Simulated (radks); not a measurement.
Problem. Er3+, 65 electrons, occupied as [Xe] 4f11. Calculated with a radial shooting solver on a logarithmic mesh with Libxc functionals: Dirac Kohn-Sham, Wu-Cohen GGA, spin-unpolarised, spherical densities, finite nucleus; open shells are shared between the two j in proportion to 2j + 1; Fermi nuclear charge, rms radius 5.2516 fm. Some entries of the table are withheld. Estimate them.

orbital     occ.  eigenvalue (eV)  r(max) (bohr)  <1/r> (bohr^-1)
1s1/2          2        -57321.23        0.01286            77.53
2s1/2          2        -9652.253            (1)            18.65
2p1/2          2        -9197.480        0.05512            18.63
2p3/2          4        -8280.585        0.06134            16.15
3s1/2          2        -2188.825         0.2075            6.824
3p1/2          2        -1988.785         0.1950            6.741
3p3/2          4        -1796.257         0.2080            6.109
3d3/2          4        -1453.140         0.1642            5.994
3d5/2          6        -1411.066         0.1678            5.840
4s1/2          2        -458.4424         0.4742            2.858
4p1/2          2        -378.4146         0.4763            2.750
4p3/2          4        -334.9282         0.5039            2.531
4d3/2          4        -202.9630         0.5064              (2)
4d5/2          6        -195.0395         0.5153              (3)
5s1/2          2         -81.9038          1.103            1.087
5p1/2          2         -59.5910          1.197              (4)
5p3/2          4         -53.6972          1.279              (5)
4f5/2    4.71429         -36.0898         0.5028            1.721
4f7/2    6.28571         -34.9312         0.5080            1.696

Solution. 
(1) 2s1/2 r(max) (bohr): 0.07343
(2) 4d3/2 <1/r> (bohr^-1): 2.312
(3) 4d5/2 <1/r> (bohr^-1): 2.258
(4) 5p1/2 <1/r> (bohr^-1): 0.9651
(5) 5p3/2 <1/r> (bohr^-1): 0.8915
